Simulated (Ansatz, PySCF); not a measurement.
Input for PySCF:
```python
from pyscf import gto, scf, mp

mol = gto.Mole()
mol.atom = '''
    C     1.333431   -1.051811    0.067840
    C     0.026105   -0.359441    0.208596
    C    -1.237205   -1.134688    0.089299
    S     0.011941    1.340825   -0.167962
    H     1.460684   -1.490001   -0.929288
    H     1.405139   -1.865983    0.790537
    H     2.153436   -0.357223    0.237283
    H    -2.077281   -0.592706    0.525101
    H    -1.489774   -1.349897   -0.956398
    H    -1.131328   -2.088510    0.604595
    H    -1.245913    1.566753    0.221157
'''
mol.basis = 'sto-3g'
mol.charge = 0
mol.spin = 1
mol.verbose = 4
mol.build()

mf = scf.UHF(mol)
mf.kernel()

pt = mp.MP2(mf, frozen=8)
pt.kernel()
print('E(MP2) = %.10f' % pt.e_tot)
```

Problem. Write the same job for Ansatz (a quantum-chemistry and plane-wave program).

Solution. One answer among several that fit: 
Ansatz 0.2 input:
```yaml
crystal:
  periodic: [false, false, false]
  atoms:
    - {symbol: C, position_ang: [1.33343130, -1.05181077, 0.06783991]}
    - {symbol: C, position_ang: [0.02610474, -0.35944065, 0.20859558]}
    - {symbol: C, position_ang: [-1.23720516, -1.13468848, 0.08929924]}
    - {symbol: S, position_ang: [0.01194070, 1.34082542, -0.16796223]}
    - {symbol: H, position_ang: [1.46068380, -1.49000073, -0.92928836]}
    - {symbol: H, position_ang: [1.40513931, -1.86598336, 0.79053741]}
    - {symbol: H, position_ang: [2.15343639, -0.35722298, 0.23728319]}
    - {symbol: H, position_ang: [-2.07728088, -0.59270601, 0.52510079]}
    - {symbol: H, position_ang: [-1.48977413, -1.34989668, -0.95639772]}
    - {symbol: H, position_ang: [-1.13132823, -2.08851022, 0.60459467]}
    - {symbol: H, position_ang: [-1.24591292, 1.56675262, 0.22115735]}
basis:
  gaussian:
    orbitals: STO-3G
magnetization: {spin_polarized: true, initial_magnetization: 1}
correlation: {method: mp2, electrons: outside_noble_gas}
accuracy: high
```

Both were run: PySCF gave -509.591486 Eh and Ansatz -509.591486 Eh, 0.000 mEh apart.
